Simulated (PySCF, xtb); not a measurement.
Zr(OH)3(SH) (H₄O₃SZr), SMILES [OH][Zr]([OH])([OH])[SH], multiplicity 1.

GFN2-xTB (xtb 6.7.1) at its own geometry gives an orbital gap of 2.91 eV and a dipole moment of 5.60 D.

The structure is a stationary point at B3LYP-D3(BJ)/def2-SVP. The multiplicity is an assumed one; no other spin state was optimised. The structure was generated by enumeration; whether it is a known compound was not checked. The def2 effective core potentials stand for the cores of Zr; spin–orbit coupling is left out. Other conformers were not sampled.

Problem. What does PBE0/def2-TZVP run with PySCF give? (Estimate from the structure and the level; the computed values follow.)

Solution. gap 6.42 eV (levels -6.92 and -0.49 eV), dipole 3.49 D.
